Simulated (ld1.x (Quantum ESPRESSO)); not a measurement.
**zinc, TM: configuration errors across variants**

- Element: Zn (Z = 30)
- Generator: ld1.x (Quantum ESPRESSO) 7.5
- Type: norm-conserving Troullier–Martins (Kleinman–Bylander form)
- Functional: PBE
- Relativity: scalar-relativistic
- Frozen core: [Ar]
- Valence charge: 12
- Reference configuration: 3d10 4s2 4p0
- Partial waves: 4s (bound): rc 1.40 bohr; 4p (bound, empty): rc 2.30 bohr; 3d (bound): rc 1.05 bohr
- Local potential: all-electron potential smoothed inside 1.40 bohr (lloc = -2)
- Core correction: none

All-electron excitation energies from the reference (eV): (1) 3d10 4s1 4p0 9.888; (2) 3d10 4s0 4p0 28.331; (3) 3d9 4s0 4p0 68.865; (4) 3d10 4s1 4p1 5.086; (5) 3d10 4s0 4p2 10.558; (6) 3d9 4s2 4p0 17.901; (7) 3d8 4s0 4p0 130.679.

Tests that are not counted but printed errors over 1 eV. “all radii scaled by about 0.77 (s 1.08, p 1.78, d 0.80 bohr); local potential all-electron potential smoothed inside 1.08 bohr (lloc = -2)”: 3d9 4s2 4p0 (solver errors, printed error -19.2 eV).

1 further variants failed, have other tests or too few solved ones, and are left out.

A true bound ghost makes a file unfit for plane-wave use even where its test errors are small: the radial tests pick states by their node count and pass the ghost by. Where a test does run into it, the solver fails or the error is huge.

Errors AE − PS in meV (a dash: test not solved or not reliable):

```tsv
change	(1)	(2)	(3)	(4)	(5)	(6)	(7)	bound ghosts
base	+5.7	+49	+36	+3.5	+17	-36	-600	none
all radii scaled by about 0.77 (s 1.08, p 1.78, d 0.80 bohr); local potential all-electron potential smoothed inside 1.08 bohr (lloc = -2)	+30	+78	+8.2	+19	+21	–	-629	s
all radii scaled by about 0.84 (s 1.18, p 1.94, d 0.88 bohr); local potential all-electron potential smoothed inside 1.18 bohr (lloc = -2)	+12	+58	-0.7	+4.1	+8.3	+347	-649	none
all radii scaled by about 1.19 (s 1.66, p 2.74, d 1.24 bohr); local potential all-electron potential smoothed inside 1.66 bohr (lloc = -2)	+3.0	+37	+21	+2.6	+15	-157	-639	none
all radii scaled by about 1.35 (s 1.88, p 3.10, d 1.42 bohr); local potential all-electron potential smoothed inside 1.88 bohr (lloc = -2)	+3.5	+41	-33	+4.2	+23	-188	-735	none
```

Task: Give the same row for: all radii scaled by about 1.24 (s 1.74, p 2.86, d 1.30 bohr); local potential all-electron potential smoothed inside 1.74 bohr (lloc = -2).

Result: +3.0, +38, +4.7, +3.0, +17, -175, -673; bound ghosts: none.
